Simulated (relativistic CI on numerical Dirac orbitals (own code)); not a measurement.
One change at a time: Pt¹⁸⁺

Base calculation: Dirac-Coulomb-Breit CI, orbitals from a KLI potential per configuration, QED by a radiative potential, unscaled Slater integrals.

Configuration list (outside the closed core [Kr]): 4d¹⁰4f¹²5s², 4d¹⁰4f¹⁴, 4d¹⁰4f¹³5s, 4d¹⁰4f¹²5s5p, 4d¹⁰4f¹¹5s²5p, 4d¹⁰4f¹²5s5d, 4d¹⁰4f¹¹5s5p², 4d¹⁰4f¹³5d, 4d⁹4f¹³5s², 4d¹⁰4f¹²5s5g, 4d¹⁰4f¹³6s, 4d¹⁰4f¹²5p², 4d¹⁰4f¹¹5p³, 4d⁹4f¹³5p², 4d¹⁰4f¹³5p, 4d⁹4f¹⁴5p, 4d¹⁰4f¹³5f, 4d⁹4f¹⁴5f. Double excitations out of closed p, d and f shells are left out; levels of such configurations are missing from the list, as are those of other unlisted configurations, and high levels can miss mixing partners.

Variants: (1) valence Slater integrals scaled by 0.9; (2) QED terms removed; (3) one mean potential for all configurations. Shifts of the energy above 4d¹⁰4f¹⁴ ¹S0, in cm⁻¹, for the lowest level and the first level of each name with at least 55 % of one term (blank where a level changes its place among those of its configuration and J or its character, or is not in the variant):

```tsv
Level	Base	Δ(1)	Δ(2)	Δ(3)
4d¹⁰4f¹⁴ ¹S0	0	0	0	0
4d¹⁰4f¹³5s ³F°4	56915	+405	-2914	-7137
4d¹⁰4f¹³5s ³F°3	62067	-24	-2915	-7134
4d¹⁰4f¹³5s ³F°2	84711	+374	-3025	-7139
4d¹⁰4f¹³5s ¹F°3	90556	-366	-3015	-7136
4d¹⁰4f¹²5s² ³H6	154318	+3538	-5955	+8250
4d¹⁰4f¹²5s² ³F4	164981	+2370	-5948	+8026
4d¹⁰4f¹²5s² ³H5	180216	+3593	-6060	+8930
4d¹⁰4f¹²5s² ³F2	189730	+844	-5986	+8054
4d¹⁰4f¹²5s² ³F3	193304	+2350	-6060	+8747
4d¹⁰4f¹²5s² ¹I6	231694	-1700	-6051	+8149
4d¹⁰4f¹²5s² ³P0	234037	-3105	-5995	+7577
4d¹⁰4f¹²5s² ³P1	240191	-2186	-6057	+8105
4d¹⁰4f¹²5s² ¹S0	322927	-8884	-6105	+7479
4d¹⁰4f¹³5p ³D3	389692	+1065	-390	-6688
4d¹⁰4f¹³5p ³G3	418051	+892	-500	-6639
4d¹⁰4f¹²5s5p ⁵D°0	520828	-676	-3456	+8481
```

At this charge transitions that keep the count of f electrons are usually good to a few per cent. Terms inside the open d or f shell come out 10 to 20 % too wide with unscaled integrals. Levels that differ in their count of f electrons can be misplaced by several ten thousand cm⁻¹, since the correlation energy of f electrons is missing or only estimated; rates across such gaps can be off by orders of magnitude. The computed lowest level isn't the tabulated ground level, which NIST ASD gives as 4f12 5s2 3H6; for such ions that label comes from theory and may be the wrong one.

Ionisation energy from one configuration of each of the two ions, the ground ones as tabulated or assumed: base 471.18 eV; QED terms removed 471.512 eV. The NIST ASD value (theoretical) is 479 ± 24 eV.

LS names give the leading component of a level, which can be under half, so a name can repeat, a term be missing and a line seem to break the LS rules.
